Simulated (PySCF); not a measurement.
# [Pm(OH)2]+ at several levels of theory

Computed with PySCF 2.14.0 (density fitting, no spin-orbit coupling) at the geometry relaxed with PBE0:

```xyz
5
[Pm(OH)2]+ (singlet in the valence; each metal's 4f electrons, 4 of them, lie in its core potential, out of spins and levels)
Pm    0.0000    0.0000   -0.6314
O     1.6491   -0.0341    0.5154
H     2.2910   -0.0473    1.2335
O    -1.6491    0.0341    0.5154
H    -2.2910    0.0473    1.2335
```

```
level                                                 basis    state  HOMO (eV)  gap (eV)  charge on Pm1 (e)  population of f-type functions on Pm1 (polarisation alone where 4f lies in the core)  dipole about the centre of mass (D)  largest force component (eV/Å)
 PBE0     Pm lcecp-1-SVP with ECP50, O def2-SVP, H def2-SVP  singlet     -13.45      6.76               1.41                                                                                  0.10                                 2.66                            0.01
 PBE0  Pm lcecp-1-TZVP with ECP50, O def2-TZVP, H def2-TZVP  singlet     -13.52      6.84               1.76                                                                                  0.10                                 2.88                            0.15
```

In the lcecp rows the 4f levels are missing from HOMO and gap, and the state counts the valence alone.

Charges are Mulliken's, which hang on the basis. The relaxation used the grid (50, 194), these runs (75, 302) or, all-electron (x2c bases, spin-free X2C Hamiltonian), (99, 590).

**Question.** A further run in the first row's basis gives HOMO (eV) -14.84, gap (eV) 8.84, charge on Pm1 (e) 1.40, population of f-type functions on Pm1 (polarisation alone where 4f lies in the core) 0.10, dipole about the centre of mass (D) 2.79, largest force component (eV/Å) 0.20. Which level was it?
A. revPBE
B. CAM-B3LYP

**Answer.** B. The others give HOMO -11.80 eV (revPBE).

In the first row's basis the gap widens with exact exchange: 4.4 eV for revPBE (none); 6.8 eV for PBE0 (a fixed share); 8.8 eV for CAM-B3LYP (rising or full at long range).

An lcecp potential fixes the number of 4f electrons, so in runs with it no electron can move into or out of that shell.
